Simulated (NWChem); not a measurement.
System: InSi2H6F; SMILES [In]([F])([SiH3])[SiH3]

No frequency run checked for a minimum. def2 effective core potentials on In; no spin-orbit coupling.

**Question.** Give the equilibrium geometry at PBE0/def2-SVP with def2 effective core potentials on In (NWChem) as a Z-matrix, with the point group.

**Answer.** point group C1; any orientation.
```
In
F 1 1.9821
Si 1 2.5860 2 109.44
H 3 1.4948 1 109.94 2 -53.09
H 3 1.4955 4 108.74 1 122.28
H 3 1.4956 4 108.80 5 117.99
Si 1 2.5860 2 109.38 3 179.78
H 7 1.4952 1 109.66 2 -58.93
H 7 1.4953 8 108.79 1 -119.86
H 7 1.4954 8 108.63 9 -118.06
```
